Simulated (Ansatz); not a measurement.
`[GaH2][B]1B[SiH2]1` + NH₃ → `NB1B[SiH2]1` + `[GaH3]` at 700 K and 1 bar (cleavage of the B–Ga bond).

Isolated molecules relaxed with PBE0-D4/def2-TZVP in Ansatz; ΔE leaves out vibrations. CBS: MP2 limit from def2 TZ/QZ plus the TZ coupled-cluster correction, frozen cores. This one scheme is used for every species. For Ga outer-core shells are correlated without core-valence functions, which leaves a few kJ/mol of doubt a bond. Scalar relativity is left out up to krypton. One conformer a species, not always the lowest.

```
             species  CCSD(T)/CBS energy (Eh)  H − E (kJ/mol)  S (J/(mol·K))
`[GaH2][B]1B[SiH2]1`              -2265.51334           196.9          472.6
                 NH₃                -56.50880           116.9          226.5
       `NB1B[SiH2]1`               -396.33626           223.1          428.0
            `[GaH3]`              -1925.70545            80.8          262.3
```

H − E and S are ideal-gas, rigid-rotor, harmonic terms from PBE0-D4/def2-TZVP, for one conformer and one mirror image of each species. 1 Eh = 2625.50 kJ/mol, R = 8.31446 J/(mol·K).

Question: By hand: ΔE, ΔH, ΔS and ΔG.

Answer: ΔE = (-396.33626) + (-1925.70545) − (-2265.51334) − (-56.50880) = -0.01957 Eh = -51.4 kJ/mol. Δ(H − E) = 223.1 + 80.8 − 196.9 − 116.9 = -9.9, so ΔH = -61.3 kJ/mol. ΔS = 428.0 + 262.3 − 472.6 − 226.5 = -8.8 J/(mol·K). ΔG = -61.3 − 700 × (-8.8)/1000 = -55.1 kJ/mol.

Question: By hand: the equilibrium constant, and the temperature at which ΔG would vanish if ΔH and ΔS stayed fixed.

Answer: log₁₀ K = −ΔG/(RT ln 10) = 4.1. ΔG = 0 at ΔH/ΔS = 6966 K, far beyond where these terms or the molecules hold.

The number of gas molecules stays the same, so ΔS is small and ΔH decides. A doubt of 5 kJ/mol in ΔE shifts log₁₀ K by 0.4 here. Other conformers and mirror images would add mixing entropy, several J/(mol·K) or more a flexible species. These are equilibria of isolated gas molecules and say nothing of rates. Largest T1 diagnostic: 0.015 (customary marks: 0.02 for closed shells, 0.045 for open ones).
